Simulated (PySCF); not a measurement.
CH₃FOZn (SMILES C[O][Zn][F]), singlet, at a GFN2-xTB geometry (such geometries of metal compounds can be far from the true shape). Base run: PBE0/6-31G in PySCF.

Input for PySCF:
```python
from pyscf import gto, scf, dft, solvent

mol = gto.Mole()
mol.atom = '''
    Zn   -0.478321    0.273589    0.069626
    F    -1.090672    0.381005    1.654661
    O     0.999043   -0.541931   -0.327150
    C     1.723892   -0.783496   -1.498569
    H     2.068143    0.138339   -1.975468
    H     2.598855   -1.357243   -1.174470
    H     1.162975   -1.381399   -2.222174
'''
mol.basis = '6-31g'
mol.charge = 0
mol.spin = 0
mol.verbose = 4
mol.build()

mf = dft.RKS(mol)
mf.xc = 'pbe0'
mf.kernel()
mf.analyze()
```

The base run was repeated with changes; each row names its change, and settings that it needs were set with it.

| change | ΔE vs base (kcal/mol) | dipole (D) | HOMO-LUMO gap (eV) |
|---|---|---|---|
| base | 0.000 | 4.57 | 4.98 |
| model = IEF-PCM; solvent = water; lebedev_order = 11 | [?] | [?] | [?] |
| model = COSMO; solvent = water | -26.41 | 5.96 | 6.05 |
| model = IEF-PCM; solvent = water; vdw_scale = 1.4 | -14.26 | 5.53 | 5.68 |
| model = IEF-PCM; solvent = water; vdw_scale = 1.1 | -37.80 | 6.23 | 6.28 |
| model = ddCOSMO; solvent = water | [?] | [?] | [?] |
| model = IEF-PCM; solvent = dimethylsulfoxide | -26.00 | 5.93 | 6.03 |
| model = IEF-PCM; solvent = water | -26.42 | 5.96 | 6.05 |
| model = C-PCM; solvent = water | [?] | [?] | [?] |
| model = IEF-PCM; solvent = water; vdw_scale = 1.0 | -56.08 | 6.53 | 6.53 |
| model = IEF-PCM; solvent = water; r_probe = 0.5 | -9.74 | 5.32 | 5.50 |
| model = IEF-PCM; solvent = dichloromethane | -21.91 | 5.72 | 5.84 |

Task: Some entries are withheld; supply them.

Result: 
- model = IEF-PCM; solvent = water; lebedev_order = 11, ΔE vs base (kcal/mol): -26.04
- model = IEF-PCM; solvent = water; lebedev_order = 11, dipole (D): 5.94
- model = IEF-PCM; solvent = water; lebedev_order = 11, HOMO-LUMO gap (eV): 6.01
- model = ddCOSMO; solvent = water, ΔE vs base (kcal/mol): -31.20
- model = ddCOSMO; solvent = water, dipole (D): 6.02
- model = ddCOSMO; solvent = water, HOMO-LUMO gap (eV): 6.23
- model = C-PCM; solvent = water, ΔE vs base (kcal/mol): -26.62
- model = C-PCM; solvent = water, dipole (D): 5.97
- model = C-PCM; solvent = water, HOMO-LUMO gap (eV): 6.06

The base is the gas phase, so ΔE is the electrostatic part of solvation at a fixed geometry, without cavity and dispersion terms.
